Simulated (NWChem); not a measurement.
System: chlorotrifluoromethane (CClF3); SMILES FC(Cl)(F)F

Here is an NWChem input.

```
start job
memory heap 200 mb stack 900 mb global 1100 mb
geometry units angstroms noautosym nocenter noautoz
  F     -0.987347    -0.746844     0.809882
  C      0.000000     0.000000     0.356229
  F     -0.153113     1.228489     0.809882
  F      1.140460    -0.481645     0.809882
  Cl     0.000000     0.000000    -1.403427
end
basis spherical
  F library def2-svp
  C library def2-svp
  Cl library def2-svp
end
dft
  xc m05-2x
  iterations 150
end
cosmo
  do_cosmo_smd true
  solvent dioxane
end
task dft energy
```

NWChem printed, in part:

```
             Northwest Computational Chemistry Package (NWChem) 7.3.0
             --------------------------------------------------------

                             Geometry "geometry" -> ""
                             -------------------------

 Output coordinates in angstroms (scale by  1.889725989 to convert to a.u.)

  No.       Tag          Charge          X              Y              Z
 ---- ---------------- ---------- -------------- -------------- --------------
    1 F                    9.0000    -0.98734700    -0.74684400     0.80988200
    2 C                    6.0000     0.00000000     0.00000000     0.35622900
    3 F                    9.0000    -0.15311300     1.22848900     0.80988200
    4 F                    9.0000     1.14046000    -0.48164500     0.80988200
    5 Cl                  17.0000     0.00000000     0.00000000    -1.40342700

 Effective nuclear repulsion energy (a.u.)     251.4392022690

                                 NWChem DFT Module
                                 -----------------

 Summary of "ao basis" -> "ao basis" (spherical)
 ------------------------------------------------------------------------------
       Tag                 Description            Shells   Functions and Types
 ---------------- ------------------------------  ------  ---------------------
 F                          def2-svp                 6       14   3s2p1d
 C                          def2-svp                 6       14   3s2p1d
 Cl                         def2-svp                 8       18   4s3p1d

 in cosmo_initialize ...
 calling solv_data for solv:dioxane

 solvent parameters
 solvname_short: dioxane
 solvname_long:  1,4-dioxane
 dielec:        2.2099
 dielecinf:     2.0232
 nonaqueous SMD model solvent descriptors
 dielec:        2.2099
 sola:          0.0000
 solb:          0.6400
 solc:          0.0000
 solg:         47.1400
 solh:          0.0000
 soln:          1.4224

          ---------------
          -cosmo- solvent
          ---------------
 Cosmo: York-Karplus, doi: 10.1021/jp992097l
 dielectric constant -eps-     =   2.21
 screen = (eps-1)/(eps    )    =   0.54749
 surface charge correction     = lagrangian

   van der Waals surface
 --------------------------

[...]

                                COSMO-SMD solvation results
                                ---------------------------

             internal energy in gas <Psi(g)|H|Psi(g)> =      -797.386420166758
         internal energy in solvent <Psi(s)|H|Psi(s)> =      -797.386414471148
                               delta internal energy  =         0.000005695610 (    0.00 kcal/mol)
   total free energy in solvent <Psi(s)|H+V/2|Psi(s)> =      -797.386952413288
 polarization energy contribution <Psi(s)|V/2|Psi(s)> =        -0.000537942139 (   -0.34 kcal/mol)
    total free energy in solvent including G(SMD-CDS) =      -797.385894745217
                       G(SMD-CDS) energy contribution =         0.001057668071 (    0.66 kcal/mol)
     1 M fixed-concentration free energy of solvation =         0.000525421542 (    0.33 kcal/mol)

                       DFT Final Molecular Orbital Analysis
                       ------------------------------------

 Vector   23  Occ=2.000000D+00  E=-5.000069D-01
              MO Center= -6.2D-05, -4.2D-05, -3.5D-01, r^2= 2.6D+00
   Bfn.  Coefficient  Atom+Function         Bfn.  Coefficient  Atom+Function
  ----- ------------  ---------------      ----- ------------  ---------------
    69      0.415440  5 Cl pz                66      0.344751  5 Cl pz
     6     -0.271382  1 F  pz                34     -0.271334  3 F  pz
    48     -0.271328  4 F  pz                20     -0.255975  2 C  pz
    63      0.196563  5 Cl pz                 9      0.181865  1 F  pz
    37      0.181829  3 F  pz                51      0.181825  4 F  pz

 Vector   24  Occ=2.000000D+00  E=-4.201573D-01
              MO Center=  1.0D-02, -1.9D-02, -1.3D+00, r^2= 1.4D+00
   Bfn.  Coefficient  Atom+Function         Bfn.  Coefficient  Atom+Function
  ----- ------------  ---------------      ----- ------------  ---------------
    67      0.622975  5 Cl px                64      0.480013  5 Cl px
    61      0.273883  5 Cl px                48     -0.135723  4 F  pz
     6      0.110269  1 F  pz                51      0.095955  4 F  pz
     9     -0.077974  1 F  pz                21      0.067555  2 C  px
    32      0.050081  3 F  px                45     -0.046238  4 F  s

 Vector   25  Occ=2.000000D+00  E=-4.201466D-01
              MO Center= -1.0D-02,  1.9D-02, -1.3D+00, r^2= 1.4D+00
   Bfn.  Coefficient  Atom+Function         Bfn.  Coefficient  Atom+Function
  ----- ------------  ---------------      ----- ------------  ---------------
    68      0.622979  5 Cl py                65      0.480031  5 Cl py
    62      0.273890  5 Cl py                34     -0.141992  3 F  pz
    37      0.100396  3 F  pz                 6      0.093073  1 F  pz
    22      0.067505  2 C  py                 9     -0.065795  1 F  pz
    48      0.048962  4 F  pz                31     -0.048382  3 F  s

 Vector   26  Occ=0.000000D+00  E= 8.250259D-02
              MO Center= -3.3D-06,  4.0D-05, -7.3D-01, r^2= 1.7D+00
   Bfn.  Coefficient  Atom+Function         Bfn.  Coefficient  Atom+Function
  ----- ------------  ---------------      ----- ------------  ---------------
    69      0.871386  5 Cl pz                17     -0.615305  2 C  s
    20      0.605331  2 C  pz                60      0.570332  5 Cl s
    16     -0.534703  2 C  s                 23      0.509467  2 C  pz
    66      0.295581  5 Cl pz                59      0.204060  5 Cl s
    63      0.181847  5 Cl pz                15      0.164423  2 C  s

[...]
```

Level: M05-2X/def2-SVP, SMD on the gas-phase geometry. Coordinates come from a PBE0/def2-SVP optimisation. Solvent: 1,4-dioxane.
